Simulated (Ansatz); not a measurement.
Reaction (atomization): `OBO[SiH2][SiH3]` → B• + 7 H• + 2 O• + 2 Si•

Calculated with Ansatz (gas phase, PBE0-D4/def2-TZVP geometries, no zero-point term in ΔE). CCSD(T)/CBS adds triple-zeta CCSD(T) − MP2 to the extrapolated MP2 energy (def2 sets, frozen cores). This one scheme is used for every species, atoms too. Functionals use def2-TZVPP. No spin–orbit coupling; open shells (•) take unrestricted orbitals. Spin–orbit coupling would lower the free atoms: a little for B, O, Si. One conformer a species, not always the lowest.

| species | PBE0-D4 energy (Eh) |
| --- | --- |
| `OBO[SiH2][SiH3]` | -758.28139 |
| B• | -24.61828 |
| H• | -0.50104 |
| O• | -75.01860 |
| Si• | -289.24948 |

Work out ΔE.

ΔE = 7 × (-0.50104) + 2 × (-75.01860) + 2 × (-289.24948) + (-24.61828) − (-758.28139) = 1.61967 Eh = +4252.4 kJ/mol. CCSD(T)/CBS gives +4302.4 kJ/mol.

Largest T1 diagnostic among the species: 0.014.

In def2-TZVPP, CCSD(T) changes the Hartree–Fock value by +953.0 kJ/mol (the triples alone add +49.5 kJ/mol) and MP2 by +1004.9 kJ/mol; breaking electron pairs costs correlation energy, which Hartree–Fock lacks. At CCSD(T), def2-SVP lies −263.6 kJ/mol from the extrapolated value and def2-TZVPP −111.3 kJ/mol: correlation converges slowly with the basis, and small sets miss more of it in the bonded molecule than in its fragments. Leaving LDA and LC-ωPBE aside and taking each functional with its dispersion term where it has one, the values, not all of them listed here, spread over 120.0 kJ/mol, from BHLYP-D4 to CAM-B3LYP-D4. LDA lies +550.2 kJ/mol from PBE without D4, its usual overbinding.

For atomizations the MP2-based limit and the directly extrapolated one differ by several kJ/mol either way, and by 10 to 25 for some Ge, Se and Sn compounds, so smaller differences from it don't rank the levels.
